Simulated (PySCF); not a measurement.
C2H5S, multiplicity 2. Atoms are numbered in the order given.

```xyz
8

C     -1.6803     0.1338     0.0897
C     -0.3803    -0.5225     0.3744
S      1.1281     0.0985    -0.1974
H     -1.9690     0.0493    -0.9687
H     -2.4785    -0.3156     0.6844
H     -1.6495     1.2037     0.3239
H     -0.3308    -1.5606     0.6785
H      0.7423     1.3795    -0.3453
```
Charge 0, spin multiplicity 2.

Geometry optimised at r2SCAN-D4/def2-TZVP. The isomer is the one that the SMILES or the coordinates give; other isomers of the formula were not compared. Other conformers were not sampled.

Computed with M06-2X/def2-TZVPD (PySCF).

Mulliken values depend strongly on the basis, most of all with diffuse functions as here. ESP charges are fitted to the potential on shells at 1.4 to 2.0 van der Waals radii. Atomic charges (e):

```
atom  meta-Löwdin  Mulliken  ESP fit  Mulliken spin
----  -----------  --------  -------  -------------
C1          -0.33     -0.96        …          -0.16
C2          -0.27     -0.07    -0.18           1.01
S3           0.04     -0.28    -0.22           0.16
H4           0.12      0.27        …           0.06
H5           0.13      0.27        …           0.00
H6           0.11      0.32        …           0.03
H7           0.13      0.32     0.21          -0.10
H8           0.09      0.13        …           0.01
```

Problem. Some entries are withheld; supply them. (The exact figures need the calculation; the answer reports its results.)

Solution. 
- C1, ESP fit: -0.51
- H4, ESP fit: 0.17
- H5, ESP fit: 0.17
- H6, ESP fit: 0.17
- H8, ESP fit: 0.20
